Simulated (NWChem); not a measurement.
MgBrCl; SMILES [Cl][Mg][Br]

```xyz
3

Mg     0.0920     0.6565     0.0000
Cl     0.0238     2.8504     0.0000
Br     0.1650    -1.6813     0.0000
```
Atoms are numbered in this order, from 1.

The geometry was optimised at PBE0/def2-SVP.

Task: List the 4 lowest vertical singlet excitations from B3LYP/def2-SVPD, TDA (NWChem).

Result: 
```csv
state,energy (eV),oscillator strength,leading excitation (squared amplitude)
S1,5.08,0.023,HOMO → LUMO (0.99)
S2,5.08,0.023,HOMO−1 → LUMO (0.99)
S3,5.59,0.048,HOMO−2 → LUMO (0.99)
S4,5.59,0.048,HOMO−3 → LUMO (0.99)
```
